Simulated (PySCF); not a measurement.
Nuclear repulsion and electron count by hand

System: CH2I2, charge +1, doublet, at the geometry of the source list (a state made from the parent by changing its charge; the spin is typed, not shown lowest) (all electrons, no relativity). Level: PySCF with HF/STO-3G. Sums are taken with unrounded values, so a last digit can differ.

Coordinates (Å):

```
atom         x         y         z
----  --------  --------  --------
I1    -1.79350   0.95800  -0.02460
C2    -0.00220  -0.21880   0.00700
I3     1.81210   0.92210  -0.03590
H4    -0.00510  -0.80190   0.92030
H5    -0.01130  -0.85940  -0.86690
```

**Question.** Work out the nuclear repulsion energy and the numbers of alpha and beta electrons.

**Answer.** In atomic units each pair adds Z_i Z_j / r_ij, with r in bohr (1 bohr = 0.529177 Å).
| pair | r (Å) | r (bohr) | Z_i Z_j | term (Eh) |
|---|---|---|---|---|
| I1-C2 | 2.1435 | 4.0506 | 318 | 78.5062 |
| I1-I3 | 3.6058 | 6.8140 | 2809 | 412.2415 |
| I1-H4 | 2.6811 | 5.0666 | 53 | 10.4607 |
| I1-H5 | 2.6812 | 5.0667 | 53 | 10.4605 |
| C2-I3 | 2.1436 | 4.0509 | 318 | 78.5013 |
| C2-H4 | 1.0836 | 2.0477 | 6 | 2.9302 |
| C2-H5 | 1.0836 | 2.0477 | 6 | 2.9302 |
| I3-H4 | 2.6812 | 5.0667 | 53 | 10.4605 |
| I3-H5 | 2.6812 | 5.0668 | 53 | 10.4602 |
| H4-H5 | 1.7881 | 3.3791 | 1 | 0.2959 |
The sum is 617.2471 Eh; PySCF gives 617.2471 Eh. The atomic numbers add up to 114, so at charge +1 there are 113 electrons; multiplicity 2 means 1 unpaired, so 57 alpha and 56 beta.
